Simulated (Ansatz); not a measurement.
Basis sets compared for AlMe2(sacsac) (C₇H₁₃AlS₂). The state is a singlet with charge 0. Geometry PBE-D4/def2-SVP. Ansatz on 2 threads of AMD EPYC 7R13 on a shared host and a share (18 GiB) of an NVIDIA H100 80GB HBM3; times are rough, and most runs start from earlier orbitals.

```xyz
23

Al   -0.606   -0.265   -1.695
C     0.984    0.735   -2.298
H     1.620    1.074   -1.453
H     0.697    1.639   -2.877
H     1.624    0.115   -2.963
C    -1.940   -1.013   -2.938
H    -2.762   -1.549   -2.422
H    -1.471   -1.727   -3.648
H    -2.402   -0.213   -3.557
S    -1.718    0.981   -0.048
C    -0.581    1.072    1.235
C    -0.790    2.251    2.154
C     0.453    0.173    1.557
C     0.735   -1.138    1.116
C     1.691   -1.943    1.966
S     0.104   -1.971   -0.235
H    -0.276    2.124    3.127
H    -0.401    3.173    1.671
H    -1.871    2.423    2.326
H     1.037    0.473    2.444
H     1.485   -1.814    3.047
H     2.729   -1.585    1.785
H     1.657   -3.016    1.705
```

Single mean-field runs in def2-TZVP are fitted with def2-universal-jkfit.

Binding counts from free atoms (Al doublet, C triplet, H doublet, S triplet) in the same basis, without a counterpoise term.

| level | functions | energy (Eh) | HOMO (eV) | LUMO (eV) | binding per atom (eV) | wall time |
| --- | --- | --- | --- | --- | --- | --- |
| PBE-D4/def2-SVP | 217 | -1312.1026 | -5.56 | -3.49 | 4.28 | 4.4 s |
| PBE0-D4/def2-SVP | 217 | -1312.2320 | -6.64 | -2.88 | 4.22 | 6 s |

Question: Estimate the rows for PBE-D4/def2-TZVP, PBE0-D4/def2-TZVP (with forces).

Answer: 
```
                          level  functions  energy (Eh)  HOMO (eV)  LUMO (eV)  binding per atom (eV)  wall time
               PBE-D4/def2-TZVP        406   -1312.7601      -5.66      -3.60                   4.25      5.5 s
PBE0-D4/def2-TZVP (with forces)        406   -1312.8787      -6.69      -2.94                   4.18      8.5 s
```
